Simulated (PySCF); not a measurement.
## RbPb⁻ at ROHF-SCS-MP2

Computed with ROHF-SCS-MP2; Rb def2-SVPD with ECP28, Pb def2-SVPD with ECP60; scalar-relativistic core potentials (PySCF 2.14).

For RbPb⁻, the state is triplet, unpaired electrons π ↑↑ and the bond length is 3.909 Å. The harmonic wavenumber is 93.3 cm⁻¹, the force constant is 0.309 mdyn/Å and the rotational constant Be is 0.01829 cm⁻¹.

Correlated steps freeze 4 core orbitals. Spin–orbit coupling is left out, which matters for elements this heavy, above all for dissociation energies. The state is the lowest determinant that a PBE0 search found; another state may lie lower at other levels.
